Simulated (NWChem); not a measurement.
System: C3H5B; SMILES C(#C)BC

NWChem input:

```
start job
memory heap 200 mb stack 900 mb global 1100 mb
geometry units angstroms noautoz
  B     -0.601561     0.562663    -0.008217
  C     -0.147232    -0.888361    -0.001787
  C      0.217519    -2.052968     0.001244
  H      0.535839    -3.080493     0.003799
  H     -1.795538     0.772600     0.014436
  C      0.388337     1.770707    -0.012694
  H      0.268124     2.295857     0.954314
  H      0.091711     2.513725    -0.772191
  H      1.448318     1.512945    -0.138054
end
basis spherical
  * library 6-31g*
end
dft
  xc mn15
  grid xcoarse
  iterations 150
  mulliken
end
task dft gradient
```

Output (shortened):

```
             Northwest Computational Chemistry Package (NWChem) 7.3.0
             --------------------------------------------------------

 C1  symmetry detected

                             Geometry "geometry" -> ""
                             -------------------------

 Output coordinates in angstroms (scale by  1.889725989 to convert to a.u.)

  No.       Tag          Charge          X              Y              Z
 ---- ---------------- ---------- -------------- -------------- --------------
    1 B                    5.0000    -0.61548067     0.56588818    -0.00687878
    2 C                    6.0000    -0.15223523    -0.88232127    -0.00241883
    3 C                    6.0000     0.21967960    -2.04466339    -0.00096864
    4 H                    1.0000     0.54432071    -3.07021135     0.00017941
    5 H                    1.0000    -1.81080141     0.76841012     0.01212013
    6 C                    6.0000     0.36695665     1.78001402    -0.00493918
    7 H                    1.0000     0.24014611     2.30202130     0.96292736
    8 H                    1.0000     0.06839503     2.52306622    -0.76364388
    9 H                    1.0000     1.42893675     1.52909668    -0.12722917

 Effective nuclear repulsion energy (a.u.)      84.7521425696

                                 NWChem DFT Module
                                 -----------------

 Summary of "ao basis" -> "ao basis" (spherical)
 ------------------------------------------------------------------------------
       Tag                 Description            Shells   Functions and Types
 ---------------- ------------------------------  ------  ---------------------
 B                           6-31g*                  6       14   3s2p1d
 C                           6-31g*                  6       14   3s2p1d
 H                           6-31g*                  2        2   2s

            General Information
            -------------------
          SCF calculation type: DFT
          Wavefunction type:  closed shell.
          No. of atoms     :     9
          No. of electrons :    28
           Alpha electrons :    14
            Beta electrons :    14
          Charge           :     0
          Spin multiplicity:     1
          Use of symmetry is: off; symmetry adaption is: off
          Maximum number of iterations: 150
          AO basis - number of functions:    66
                     number of shells:    34
          Convergence on energy requested:  1.00D-06
          Convergence on density requested:  1.00D-05
          Convergence on gradient requested:  5.00D-04

              XC Information
              --------------
                         MN15 Method XC Functional
                     Hartree-Fock (Exact) Exchange  0.440
                          MN15 Exchange Functional  1.000
                        MN15 Correlation Potential  1.000

             Grid Information
             ----------------
          Grid used for XC integration:  xcoarse
          Radial quadrature: Mura-Knowles
          Angular quadrature: Lebedev.
          Tag              B.-S. Rad. Rad. Pts. Rad. Cut. Ang. Pts.
          ---              ---------- --------- --------- ---------
          B                   0.85       21           9.0       194
          C                   0.70       21          11.0       194
          H                   0.35       21          12.0       194
          Grid pruning is: on
          Number of quadrature shells:   189
          Spatial weights used:  Erf1

      Superposition of Atomic Density Guess
      -------------------------------------

 Sum of atomic energies:        -139.99801363

      Non-variational initial energy
      ------------------------------

 Total energy =    -142.029080
 1-e energy   =    -353.609427
 2-e energy   =     126.828204
 HOMO         =      -0.312734
 LUMO         =      -0.046619

     ---------------------------------------------
      Total Density - Mulliken Population Analysis
     ---------------------------------------------

    Atom       Charge   Shell Charges
 -----------   ------   -------------------------------------------------------
    1 B    5     4.69   2.00  0.62  1.14  0.47  0.41  0.05
    2 C    6     6.20   2.00  0.76  1.94  0.68  0.79  0.03
    3 C    6     6.20   2.00  0.75  1.81  0.65  0.97  0.03
    4 H    1     0.72   0.42  0.30
    5 H    1     1.03   0.49  0.53
    6 C    6     6.92   2.00  0.73  2.12  0.70  1.36  0.02
    7 H    1     0.74   0.44  0.30
    8 H    1     0.75   0.45  0.30
    9 H    1     0.76   0.46  0.30

[...]

                         DFT ENERGY GRADIENTS

    atom               coordinates                        gradient
                 x          y          z           x          y          z
   1 B      -1.163090   1.069374  -0.012999    0.006488   0.000882  -0.000038
   2 C      -0.287683  -1.667345  -0.004571   -0.000444   0.001051  -0.000000
   3 C       0.415134  -3.863854  -0.001830   -0.000156   0.000561   0.000007
   4 H       1.028617  -5.801858   0.000339    0.001247  -0.003937  -0.000003
   5 H      -3.421918   1.452085   0.022904   -0.007803   0.000997   0.000091
   6 C       0.693448   3.363739  -0.009334   -0.000491  -0.001961  -0.000364
   7 H       0.453810   4.350189   1.819669   -0.000430   0.001234   0.002061
   8 H       0.129248   4.767904  -1.443078   -0.000947   0.001906  -0.001589
   9 H       2.700299   2.889574  -0.240428    0.002536  -0.000733  -0.000165
```

Level: MN15/6-31G* (spherical d). All runs use the structure optimised with PBE0/def2-SVP.
